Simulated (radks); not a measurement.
Q: Si4+, configuration [He] 2s2 2p5.5 3p0.5 (fractional occupations, a model configuration). Calculated with a radial shooting solver on a logarithmic mesh with Libxc functionals: non-relativistic Kohn-Sham, SOGGA, spin-polarised, spherical densities, point nucleus; open shells are filled with parallel spins first. Some entries of the table are withheld. Estimate them.

orbital,occ.,eigenvalue (eV),<r^2> (bohr^2),r(max) (bohr)
1s up,1,-1848.358,0.01681,(1)
1s down,1,-1847.435,0.01679,(2)
2s up,1,-202.2348,(3),0.4522
2s down,1,-200.5507,(4),0.4528
2p up,3,-159.9589,0.3383,0.3820
2p down,2.5,-158.0701,0.3401,0.3830
3p up,0.5,(5),3.882,1.637

A: 
(1) 1s up r(max) (bohr): 0.07307
(2) 1s down r(max) (bohr): 0.07305
(3) 2s up <r^2> (bohr^2): 0.3719
(4) 2s down <r^2> (bohr^2): 0.3730
(5) 3p up eigenvalue (eV): -44.6778
